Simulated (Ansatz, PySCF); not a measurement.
The pair A = H2S (SMILES S) (first 3 atoms), B = HI (SMILES I); geometry from B3LYP-D3(BJ)/def2-TZVP.
(charge 0, multiplicity 1):
```xyz
5

S     -0.09462     0.07228     0.10212
H      0.05623     1.40178     0.21974
H     -1.39045     0.12643     0.45125
I      0.78377    -0.20148     4.10564
H      0.50606    -0.17729     2.49614
```

Frozen-core correlation. Filled d and f shells under p-block atoms count as core. CBS(a, b) extrapolates the correlation energy as X⁻³ and adds the Hartree–Fock energy of set b.

Run with Ansatz (a first-principles code); PySCF for the dispersion terms. Values without a source in brackets are computed. In def2 rows elements past Kr take small-core potentials, without spin–orbit coupling.

The monomers are drawn apart, rigid, along the line of their centres of mass. Counterpoise-corrected interaction energies (kcal/mol):

```tsv
level	R = 5.084 Å	R = 6.077 Å
PBE/def2-TZVPPD	-1.2221	-0.4113
PBE-D3(BJ)/def2-TZVPPD	-1.6196	-0.5484
wB97M-V/def2-TZVPPD	-1.2224	-0.4585
CCSD(T)/CBS(def2-TZVPPD, def2-QZVPPD)	-1.2770	-0.4731
```

R is the distance of the centres of mass. Find the local exponent m of E ∝ R⁻ᵐ between the two points.


m = ln(E₁/E₂)/ln(R₂/R₁): PBE/def2-TZVPPD 6.1; PBE-D3(BJ)/def2-TZVPPD 6.1; wB97M-V/def2-TZVPPD 5.5; CCSD(T)/CBS(def2-TZVPPD, def2-QZVPPD) 5.6. For scale, two fixed dipoles give m = 3, dipole and quadrupole 4, quadrupoles 5, and dispersion or dipole-induced dipole 6 at long range; at these distances several terms mix, and what is left of overlap and damping shifts m, so it need not match one of them.
